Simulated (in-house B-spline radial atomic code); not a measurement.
V⁵⁺. Computed with a B-spline radial atomic code. Model: all-electron spherical atom, spin shells full or empty, radial basis limit, no spin-orbit coupling: exact exchange with a local potential (Slater, KLI or optimised effective potential, whose far tail is KLI's), no correlation.

Exchange potential has not reached -1/r at the last radius.

The run also made RPA and GW results, which its time includes.

The Slater potential averages the orbital exchange potentials with the orbital densities as weights, KLI adds orbital constants, and the optimised effective potential minimises the exact-exchange energy among local potentials. So their energies lie above Hartree-Fock in the order OEP, KLI, Slater. All fall off as −1/r, unlike LDA and GGA exchange.

Command:
```bash
python run_gw.py task.json out
```
Settings (nuclear radius in fm, other lengths in bohr, energies in hartree):
```
Z                      23
electrons              18
configuration          [Ne] 3s2 3p6
hamiltonian            x2c
method                 oep
lmax                   9
rms_radius             3.6002
spin_polarised         False
box_radius             10.43
intervals              100
```

Run time, properties included: 5.5 s on 1 thread of Arm Neoverse N1, on a shared host.

Given: hamiltonian one-electron scalar X2C; mean-field start exchange-only OEP.

Computed: energy above Hartree-Fock 5.8067 millihartree.

| radius (bohr) | r times exchange potential (hartree bohr) |
| --- | --- |
| 0.00217 | -0.04169 |
| 0.00264 | -0.05067 |
| 0.0032 | -0.061333 |
| 0.00388 | -0.074212 |
| 0.00471 | -0.089811 |
| 0.00572 | ? |
| 0.00694 | -0.13097 |
| 0.00842 | -0.15753 |
| 0.0102 | -0.1886 |
| 0.0124 | -0.22549 |
| 0.015 | -0.2668 |
| 0.0183 | -0.3154 |
| 0.0221 | -0.36587 |
| 0.0269 | -0.4212 |
| 0.0326 | -0.47491 |
| 0.0396 | -0.52396 |
| 0.048 | -0.5602 |
| 0.0583 | -0.57462 |
| 0.0707 | -0.55772 |
| 0.0858 | -0.51932 |
| 0.104 | -0.52004 |
| 0.126 | -0.62083 |
| 0.153 | -0.77624 |
| 0.186 | -0.91412 |
| 0.226 | -1.0138 |
| 0.274 | ? |
| 0.332 | -1.0288 |
| 0.403 | -0.86169 |
| 0.489 | -0.69826 |
| 0.594 | -0.95056 |
| 0.72 | -1.1993 |
| 0.874 | -1.3333 |
| 1.06 | -1.3871 |
| 1.29 | -1.3683 |
| 1.56 | -1.3042 |
| 1.89 | -1.226 |
| 2.3 | -1.1559 |

(1) What belongs in the row 0.00572?

(2) What belongs in the row 0.274?

```json
{"occupied": "1s", "level (hartree)": "-200.47", "Hartree-Fock level (hartree)": "-205.84"}
{"occupied": "2s", "level (hartree)": "?", "Hartree-Fock level (hartree)": "?"}
{"occupied": "2p", "level (hartree)": "-22.016", "Hartree-Fock level (hartree)": "-23.108"}
{"occupied": "3s", "level (hartree)": "-5.7295", "Hartree-Fock level (hartree)": "-5.9838"}
{"occupied": "3p", "level (hartree)": "-4.7187", "Hartree-Fock level (hartree)": "-4.7185"}
```

(3) What belongs in the row 2s?

```json
{"empty": "3d", "level (hartree)": "-3.1749"}
{"empty": "4s", "level (hartree)": "-2.2472"}
{"empty": "4p", "level (hartree)": "?"}
{"empty": "4d", "level (hartree)": "-1.5014"}
```

(4) What belongs in the row 4p?

Results:

(1) r times exchange potential (hartree bohr): -0.1086.

(2) r times exchange potential (hartree bohr): -1.0622.

(3) level (hartree): -25.708; Hartree-Fock level (hartree): -27.212.

(4) level (hartree): -1.9455.

The highest level, 3p, differs from Hartree-Fock by -0.0057 eV and the deepest, 1s, by +146 eV: a local potential can match the highest level but can't give each shell its own exchange.
